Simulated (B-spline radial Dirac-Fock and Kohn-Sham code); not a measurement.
**Magnetic form factor of the 4d shell of Ba¹⁵⁺**

System: the Ba¹⁵⁺ ion, 1s2 2s2 2p6 3s2 3p6 3d10 4s2 4p6 4d5.

Model: configuration-average Dirac-Fock orbitals. Program: an atomic code on a B-spline grid. ⟨j_K⟩ is the integral of the 4d radial density with the spherical Bessel function j_K(4πsr), s = sin θ/λ.

```
s (Å⁻¹)     ⟨j0⟩     ⟨j2⟩    ⟨j4⟩
      0   1.0000   0.0000  0.0000
   0.05   0.9892   0.0043  0.0000
    0.1   0.9574   0.0169  0.0001
   0.15   0.9065   0.0367  0.0005
    0.2   0.8393   0.0621  0.0016
   0.25   0.7595   0.0912  0.0036
    0.3   0.6710   0.1217  0.0070
   0.35   0.5781   0.1515  0.0121
    0.4   0.4848   0.1787  0.0188
   0.45   0.3946   0.2016  0.0273
    0.5   0.3106   0.2190  0.0374
    0.6   0.1691   0.2353  0.0605
    0.7   0.0692   0.2274  0.0846
    0.8   0.0096   0.2006  0.1054
    0.9  -0.0172   0.1628  0.1197
      1  -0.0210   0.1216  0.1259
    1.1  -0.0115   0.0829  0.1242
    1.2   0.0037   0.0504  0.1158
    1.4   0.0325   0.0088  0.0868
    1.6   0.0471  -0.0057  0.0542
```

Radial moments of the shell: ⟨r²⟩ = 0.5888, ⟨r⁴⟩ = 0.5214, ⟨r⁶⟩ = 0.6368 in powers of bohr.

Values without a named source are computed, but for edge energies of neutral atoms, which are taken from tables.
